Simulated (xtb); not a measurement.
Input file for xtb: GFN2-xTB on ClGeH3O (SMILES [OH][GeH2][Cl]), a point of a torsion scan.

```
$ xtb mol.xyz --gfn 2 --opt vtight --chrg 0 --uhf 0 --input xcontrol
6

O      1.32915526     0.06394135    -0.49512096
Ge    -0.38035311    -0.20374084     0.00020839
Cl    -1.14429424    -1.96055783    -0.97640310
H      1.84703587     0.51060347     0.22614275
H     -1.20968772     1.05732214    -0.29660388
H     -0.28918295    -0.44270074     1.54171702
$constrain
  force constant=1.0
  dihedral: 4,1,2,3,210.0
$end
```

Output:

```
[...]
           -------------------------------------------------
          |                Calculation Setup                |
           -------------------------------------------------



           -------------------------------------------------
          |                 G F N 2 - x T B                 |
           -------------------------------------------------

        Reference                      10.1021/acs.jctc.8b01176
      * Hamiltonian:
        H0-scaling (s, p, d)           1.850000    2.230000    2.230000
        zeta-weighting                 0.500000
      * Dispersion:
        s8                             2.700000
        a1                             0.520000
        a2                             5.000000
        s9                             5.000000
      * Repulsion:
        kExp                           1.500000    1.000000
        rExp                           1.000000
      * Coulomb:
        alpha                          2.000000
        third order                    shell-resolved
        anisotropic                    true
        a3                             3.000000
        a5                             4.000000
        cn-shift                       1.200000
        cn-exp                         4.000000
        max-rad                        5.000000


          ...................................................
          :                      SETUP                      :
          :.................................................:
          :  # basis functions                  27          :
          :  # atomic orbitals                  25          :
          :  # shells                           11          :
          :  # electrons                        20          :
          :  max. iterations                   250          :
          :  Hamiltonian                  GFN2-xTB          :
          :  restarted?                      false          :
          :  GBSA solvation                  false          :
          :  PC potential                    false          :
          :  electronic temp.          300.0000000     K    :
          :  accuracy                    1.0000000          :
          :  -> integral cutoff          0.2500000E+02      :
          :  -> integral neglect         0.1000000E-07      :
          :  -> SCF convergence          0.1000000E-05 Eh   :
          :  -> wf. convergence          0.1000000E-03 e    :
          :  Broyden damping             0.4000000          :
          :  net charge                          0          :
          :  unpaired electrons                  0          :
          ...................................................

 iter      E             dE          RMSdq      gap      omega  full diag
   1    -11.9689221 -0.119689E+02  0.687E+00    6.00       0.0  T
   2    -11.9435406  0.253815E-01  0.866E+00    7.48       1.0  T
   3    -12.1521844 -0.208644E+00  0.385E+00    6.95       1.0  T
   4    -12.1589786 -0.679415E-02  0.636E-01    6.86       1.0  T
   5    -12.1604028 -0.142425E-02  0.557E-01    6.76       1.0  T
   6    -12.1607611 -0.358296E-03  0.161E-01    6.78       1.0  T
   7    -12.1608190 -0.578465E-04  0.448E-02    6.80       1.0  T
   8    -12.1608211 -0.217054E-05  0.249E-02    6.80       1.6  T
   9    -12.1608220 -0.826202E-06  0.694E-03    6.80       5.9  T
  10    -12.1608219  0.114814E-06  0.911E-03    6.80       4.5  T
  11    -12.1608221 -0.196572E-06  0.134E-03    6.80      30.4  T
  12    -12.1608221 -0.431243E-09  0.456E-04    6.80      89.5  T
  13    -12.1608221 -0.104999E-09  0.895E-05    6.80     455.9  T

   *** convergence criteria satisfied after 13 iterations ***

         #    Occupation            Energy/Eh            Energy/eV
      -------------------------------------------------------------
         1        2.0000           -1.0509058             -28.5966
       ...           ...                  ...                  ...
         4        2.0000           -0.5587031             -15.2031
         5        2.0000           -0.4888011             -13.3010
         6        2.0000           -0.4881231             -13.2825
         7        2.0000           -0.4570247             -12.4363
         8        2.0000           -0.4512395             -12.2789
         9        2.0000           -0.4367719             -11.8852
        10        2.0000           -0.4316607             -11.7461 (HOMO)
        11                         -0.1819061              -4.9499 (LUMO)
        12                         -0.1304430              -3.5495
        13                         -0.0958543              -2.6083
        14                         -0.0798160              -2.1719
        15                          0.0196073               0.5335
       ...                                ...                  ...
        25                          1.0013192              27.2473
      -------------------------------------------------------------
                  HL-Ga
[...]
     -1.6779
        15                          0.0205915               0.5603
       ...                                ...                  ...
        25                          1.0844188              29.5085
      -------------------------------------------------------------
                  HL-Gap            0.2902522 Eh            7.8982 eV
             Fermi-level           -0.2849563 Eh           -7.7541 eV

 SCC (total)                   0 d,  0 h,  0 min,  0.002 sec
 SCC setup                      ...        0 min,  0.000 sec (  1.929%)
 Dispersion                     ...        0 min,  0.000 sec (  0.575%)
 classical contributions        ...        0 min,  0.000 sec (  0.240%)
 integral evaluation            ...        0 min,  0.001 sec ( 27.452%)
 iterations                     ...        0 min,  0.001 sec ( 23.190%)
 molecular gradient             ...        0 min,  0.001 sec ( 43.403%)
 printout                       ...        0 min,  0.000 sec (  2.930%)

         :::::::::::::::::::::::::::::::::::::::::::::::::::::
         ::                     SUMMARY                     ::
         :::::::::::::::::::::::::::::::::::::::::::::::::::::
         :: total energy             -12.141406450087 Eh    ::
         :: gradient norm              0.000164588759 Eh/a0 ::
         :: HOMO-LUMO gap              7.898164415113 eV    ::
         ::.................................................::
         :: SCC energy               -12.179331274954 Eh    ::
         :: -> isotropic ES            0.019501267481 Eh    ::
         :: -> anisotropic ES         -0.000225915012 Eh    ::
         :: -> anisotropic XC          0.000229603370 Eh    ::
         :: -> dispersion             -0.002861908712 Eh    ::
         :: repulsion energy           0.037924007542 Eh    ::
         :: add. restraining           0.000000817325 Eh    ::
         :: total charge               0.000000000000 e     ::
         :::::::::::::::::::::::::::::::::::::::::::::::::::::

           -------------------------------------------------
          |                Property Printout                |
           -------------------------------------------------

    * Orbital Energies and Occupations

         #    Occupation            Energy/Eh            Energy/eV
      -------------------------------------------------------------
         1        2.0000           -1.0498104             -28.5668
         2        2.0000           -0.6998371             -19.0435
         3        2.0000           -0.6457348             -17.5713
         4        2.0000           -0.5611240             -15.2690
         5        2.0000           -0.4949251             -13.4676
         6        2.0000           -0.4919973             -13.3879
         7        2.0000           -0.4584873             -12.4761
         8        2.0000           -0.4508239             -12.2675
         9        2.0000           -0.4357397             -11.8571
        10        2.0000           -0.4300824             -11.7031 (HOMO)
        11                         -0.1398302              -3.8050 (LUMO)
        12                         -0.1192303              -3.2444
        13                         -0.0841922              -2.2910
        14                         -0.0616610              -1.6779
        15                          0.0205915               0.5603
        16                          0.0213235               0.5802
        17                          0.0246482               0.6707
        18                          0.0339669               0.9243
        19                          0.0561263               1.5273
        20                          0.0693875               1.8881
        21                          0.1593347               4.3357
       ...                                ...                  ...
        25                          1.0844188              29.5085
      -------------------------------------------------------------
                  HL-Gap            0.2902522 Eh            7.8982 eV
             Fermi-level           -0.2849563 Eh           -7.7541 eV

     #   Z          covCN         q      C6AA      α(0)
     1   8 O        1.587    -0.451    21.899     6.315
     2  32 Ge       3.473     0.267   169.491    23.538
     3  17 Cl       0.818    -0.128   103.056    15.530
     4   1 H        0.809     0.315     0.677     1.292
Note: The following floating-point exceptions are signalling: IEEE_UNDERFLOW_FLAG IEEE_DENORMAL
normal termination of xtb
     5   1 H        0.936     0.004     2.990     2.704
     6   1 H        0.935    -0.007     3.171     2.784

 Mol. C6AA /au·bohr⁶  :       1023.869600
 Mol. C8AA /au·bohr⁸  :      50817.478508
 Mol. α(0) /au        :         52.163343


Wiberg/Mayer (AO) data.
largest (>0.10) Wiberg bond orders for each atom

 ---------------------------------------------------------------------------
     #   Z sym  total        # sym  WBO       # sym  WBO       # sym  WBO
 ---------------------------------------------------------------------------
     1   8 O    2.216 --     2 Ge   1.193     4 H    0.874
     2  32 Ge   4.026 --     3 Cl   1.220     1 O    1.193     6 H    0.797
                             5 H    0.797
     3  17 Cl   1.393 --     2 Ge   1.220
     4   1 H    0.901 --     1 O    0.874
     5   1 H    1.000 --     2 Ge   0.797
     6   1 H    1.000 --     2 Ge   0.797
 ---------------------------------------------------------------------------

Topologies differ in total number of bonds
Writing topology from bond orders to xtbtopo.mol

molecular dipole:
                 x           y           z       tot (Debye)
 q only:        0.110       0.589       0.723
   full:        0.302       0.694       0.780       2.764
molecular quadrupole (traceless):
                xx          xy          yy          xz          yz          zz
 q only:        2.304       0.048      -1.513       1.072      -1.115      -0.791
  q+dip:        1.721      -0.731      -1.554       1.718      -1.407      -0.167
   full:        2.422      -0.182      -1.940       1.872      -1.435      -0.482

           -------------------------------------------------
          |                Geometry Summary                 |
           -------------------------------------------------

      molecular mass/u    :      127.1037149
   center of mass at/Å    :       -0.3436510      -0.6129279      -0.2764508
  moments of inertia/u·Å² :        0.3983388E+02   0.1354561E+03   0.1686319E+03
rotational constants/cm⁻¹ :        0.4231983E+00   0.1244509E+00   0.9996705E-01

 * 5 selected distances

     #   Z          #   Z                                           value/Å
     1   8 O        2  32 Ge                                      1.7411599
     2  32 Ge       3  17 Cl                                      2.0728583 (max)
     1   8 O        4   1 H                                       0.9536954 (min)
     2  32 Ge       5   1 H                                       1.5078753
     2  32 Ge       6   1 H                                       1.5124927

 * 4 distinct bonds (by element types)

   Z      Z             #   av. dist./Å        max./Å        min./Å
   1 H    8 O           1     0.9536954     0.9536954     0.9536954
   1 H   32 Ge          2     1.5101840     1.5124927     1.5078753
   8 O   32 Ge          1     1.7411599     1.7411599     1.7411599
  17 Cl  32 Ge          1     2.0728583     2.0728583     2.0728583


optimized geometry written to: xtbopt.xyz


           -------------------------------------------------
          | TOTAL ENERGY              -12.141406450087 Eh   |
          | GRADIENT NORM               0.000164588759 Eh/α |
          | HOMO-LUMO GAP               7.898164415113 eV   |
           -------------------------------------------------

------------------------------------------------------------------------
------------------------------------------------------------------------
 total:
 SCF:
 ANC optimizer:
```

The run finished.

Warnings raised: the energy holds the restraint's term.

Cost: around 0.06 core-seconds (rough).
